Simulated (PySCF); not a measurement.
A structure optimised at PBE0-D3(BJ)/def2-TZVP, used in a PySCF frequency run:

```xyz
3

B      0.0000     0.0000     0.0000
F      0.0000     0.0000    -1.2264
F      0.0000     0.0000     1.2264
```
Charge +1, spin multiplicity 1.

### Question
Write its SMILES, formula and point group.

### Answer
F[B+]F, BF₂, D∞h

### Question
What are its rotational constants (standard atomic weights)?

### Answer
8.8425 GHz (linear rotor, B only)
